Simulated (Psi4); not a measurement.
Method: SAPT0/jun-cc-pVDZ, frozen core (Psi4).

Psi4 input:

```
molecule {
0 1
F 0.46223909 -0.00000000 -0.00000000
H -0.46223909 0.00000000 0.00000000
--
0 1
Br -1.67668545 0.62058741 2.34335627
H -0.27711535 0.72375406 2.58971356
units angstrom
symmetry c1
no_reorient
no_com
}
set basis jun-cc-pvdz
set scf_type df
set freeze_core true
energy('sapt0')
```

Part of the output:

```
    SAPT Results
  --------------------------------------------------------------------------------------------------------
    Electrostatics                 -6.06099944 [mEh]      -3.80333457 [kcal/mol]     -15.91315184 [kJ/mol]
      Elst10,r                     -6.06099944 [mEh]      -3.80333457 [kcal/mol]     -15.91315184 [kJ/mol]

    Exchange                        6.48968473 [mEh]       4.07233865 [kcal/mol]      17.03866491 [kJ/mol]
      Exch10                        6.48968473 [mEh]       4.07233865 [kcal/mol]      17.03866491 [kJ/mol]
      Exch10(S^2)                   6.46528815 [mEh]       4.05702957 [kcal/mol]      16.97461170 [kJ/mol]

    Induction                      -1.33427314 [mEh]      -0.83726903 [kcal/mol]      -3.50313364 [kJ/mol]
      Ind20,r                      -3.80413281 [mEh]      -2.38712938 [kcal/mol]      -9.98774931 [kJ/mol]
      Exch-Ind20,r                  2.87947869 [mEh]       1.80690015 [kcal/mol]       7.56007025 [kJ/mol]
      delta HF,r (2)               -0.40961901 [mEh]      -0.25703981 [kcal/mol]      -1.07545457 [kJ/mol]

    Dispersion                     -1.31378770 [mEh]      -0.82441423 [kcal/mol]      -3.44934913 [kJ/mol]
      Disp20                       -1.62098640 [mEh]      -1.01718432 [kcal/mol]      -4.25589921 [kJ/mol]
      Exch-Disp20                   0.30719870 [mEh]       0.19277010 [kcal/mol]       0.80655008 [kJ/mol]
      Disp20 (SS)                  -0.81049320 [mEh]      -0.50859216 [kcal/mol]      -2.12794961 [kJ/mol]
      Disp20 (OS)                  -0.81049320 [mEh]      -0.50859216 [kcal/mol]      -2.12794961 [kJ/mol]
      Exch-Disp20 (SS)              0.16833669 [mEh]       0.10563287 [kcal/mol]       0.44196792 [kJ/mol]
      Exch-Disp20 (OS)              0.13886201 [mEh]       0.08713723 [kcal/mol]       0.36458217 [kJ/mol]

  Total HF                         -0.90558785 [mEh]      -0.56826495 [kcal/mol]      -2.37762056 [kJ/mol]
  Total SAPT0                      -2.21937555 [mEh]      -1.39267918 [kcal/mol]      -5.82696969 [kJ/mol]
```
